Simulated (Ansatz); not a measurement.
Molecule: C₄H₁₁Si (charge 0, doublet). It need not be the lowest isomer of its formula. 
Geometry from a B3LYP-D3(BJ)/def2-TZVP (Ansatz, a quantum-chemistry and plane-wave program) optimisation:
```
C
C 1 1.5347
H 2 1.0919 1 111.67
H 2 1.0922 3 107.93 1 123.18
H 2 1.0950 3 107.70 4 115.87
C 1 1.5347 2 109.88 3 -58.69
H 6 1.0919 1 111.67 2 58.69
H 6 1.0922 7 107.93 1 -123.18
H 6 1.0950 7 107.70 8 -115.87
C 1 1.5386 2 109.55 3 -179.09
H 10 1.0918 1 111.83 2 -59.03
H 10 1.0918 11 108.06 1 123.50
H 10 1.0963 11 107.60 12 115.91
Si 1 1.9106 2 109.85 3 62.27
H 14 1.4908 1 110.77 2 58.94
H 14 1.4908 15 109.05 1 -122.15
```
Charge 0, spin multiplicity 2.

Total electronic energies in hartree. Valence correlation only, unless marked. Open shells are spin-unrestricted. Spin-orbit coupling is left out. No relativistic terms. Basis-set limits of correlation are two-point, X^-3; Hartree-Fock from the larger set. [CCSD(T)-MP2]/basis is that difference in the basis named.

```tsv
level	program	energy (Eh)
HF/6-31G*	Ansatz	-446.74656
HF/cc-pVTZ	Ansatz	-446.83361
HF/cc-pV(Q+d)Z	Ansatz	-446.84919
PBE-D4/def2-TZVPD	Ansatz + dftd4	-448.18105
BLYP-D3(BJ)/def2-TZVPD	Ansatz + dftd3	-448.47137
BLYP/def2-TZVPD	Ansatz	-448.44044
PBE0-D4/def2-TZVP	Ansatz + dftd4	-448.24214
BHLYP-D4/def2-TZVPD	Ansatz + dftd4	-448.46293
r2SCANh-D4/def2-TZVPD	Ansatz + dftd4	-448.42276
CAM-B3LYP-D3(BJ)/def2-TZVPD	Ansatz + dftd3	-448.47074
CAM-B3LYP-D4/def2-TZVPD	Ansatz + dftd4	-448.47115
wB97X-V/def2-TZVPD	Ansatz	-448.46253
B2GP-PLYP-D3(BJ)/def2-TZVPD	Ansatz + dftd3	-448.19959
MP2/cc-pVTZ	Ansatz	-447.65637
RI-MP2/cc-pV(Q+d)Z	Ansatz	-447.72223
RI-MP2/CBS(cc-pV(T+d)Z,cc-pV(Q+d)Z)	Ansatz	-447.7594
SCS-MP2/cc-pVTZ	Ansatz	-447.66821
CCSD/cc-pVTZ	Ansatz	-447.71948
CCSD/cc-pwCVTZ	Ansatz	-447.73051
CCSD(T)/6-31G	Ansatz	-447.14025
CCSD(T)/cc-pV(D+d)Z	Ansatz	-447.55146
CCSD(T)/cc-pwCVTZ	Ansatz	-447.76646
RI-MP2/CBS(cc-pV(T+d)Z,cc-pV(Q+d)Z)+[CCSD(T)-MP2]/cc-pV(T+d)Z	Ansatz	-447.8576
```

Totals of different functionals don't rank their quality; only differences between species are comparable.
